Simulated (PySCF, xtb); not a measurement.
Mg(H)(OSiH3) (H4MgOSi), SMILES [MgH][O][SiH3].

GFN2-xTB in xtb at its own geometry gives an orbital gap of 2.91 eV and a dipole moment of 2.76 D.

Geometry: B3LYP-D3(BJ)/def2-TZVP.

Question: What does M06-2X/def2-TZVPD in PySCF give? (The exact figures need the calculation; the answer reports its results.)

Answer: gap 8.74 eV (levels -9.38 and -0.64 eV), dipole 1.43 D.
